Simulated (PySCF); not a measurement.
# CsP and its ions

PBE0; basis Cs def2-SVPD with ECP46, P def2-SVPD; scalar-relativistic core potentials; PySCF 2.14. Neutral (UKS): triplet (π ↑↑), Re = 3.335 Å, ωe = 167 cm⁻¹, De = 1.27 eV, HOMO -3.28 eV, LUMO -1.23 eV.

CsP⁺ (UKS): quartet (σ ↑, π ↑↑), Re = 3.911 Å, ωe = 58.7 cm⁻¹, De = 0.15 eV to Cs⁺ + P. The energies at the minima are -361.20893 hartree for CsP and -361.02446 for CsP⁺.

Question: Work out the adiabatic ionisation energy, without and with harmonic zero-point energies (1 hartree = 27.2114 eV, 1 eV = 8065.5 cm⁻¹), and the change of the bond length.

Answer: At PBE0: 0.18447 hartree = 5.020 eV between the minima; the zero-point term (58.7 − 167.0)/2 cm⁻¹ = -0.007 eV makes it 5.013 eV. Re changes by +57.6 pm against the neutral. The electron leaves a σ orbital, and the ion is left as a loose complex of an ion and an atom.

Weak bonds: CsP⁺. Basis-set superposition, not corrected here, can be much of De in a small basis, most of all at correlated wavefunction levels. Spin–orbit coupling is left out, which matters for elements this heavy, above all for dissociation energies. For an ion De counts to the pair picked by the measured ionisation energies or electron affinities, which need not be the lowest pair at this level. States were picked by a PBE0 search and need not be the measured ground states.
